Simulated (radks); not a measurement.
Values are calculated unless marked as measured or tabulated.
Initial-state core-level shifts of the gadolinium ion Gd2+ when its valence configuration changes from [Xe] 4f7 5d1. Code: a radial shooting solver on a logarithmic mesh with Libxc functionals. Model: scalar-relativistic Kohn-Sham, LDA (Slater exchange, Perdew-Wang correlation), spin-polarised, spherical densities, finite nucleus; open shells are filled with parallel spins first (spin-orbit coupling, left out, can overturn this in heavy ions); Fermi nuclear charge, rms radius 5.1569 fm. Shifts are changes of the shell-averaged eigenvalues in eV (positive: less bound); the change of the density at the nucleus, which sets a Mossbauer isomer shift, is in e/bohr^3, on a base of 6.555e+05.

| valence | 3d | 4p | 5s | 5p | density at nucleus |
|---|---|---|---|---|---|
| 4f7.5 5d0.5 | +3.929 | +3.656 | +1.790 | +1.435 | -13.62 |
| 4f6 5d1 6p1 | -13.510 | -12.648 | -7.799 | -6.763 | +38.98 |
| 4f6 5d1 6s1 | -12.333 | -11.468 | -6.643 | -5.640 | +89.79 |
| 4f8 | +7.505 | +7.032 | +3.524 | +2.838 | -25.72 |
| 4f5 5d1 6p2 | -28.486 | -26.339 | -15.728 | -13.606 | +84.70 |
| 4f6 5d2 | -9.416 | -8.576 | -3.854 | -3.039 | +34.06 |
| 4f6.5 5d1 6s0.5 | -5.966 | -5.582 | -3.288 | -2.795 | +42.50 |
| 4f7 6s1 | -2.689 | -2.687 | -2.670 | -2.490 | +51.07 |
| 4f6 6p2 | -17.682 | -16.781 | -11.734 | -10.449 | +45.19 |
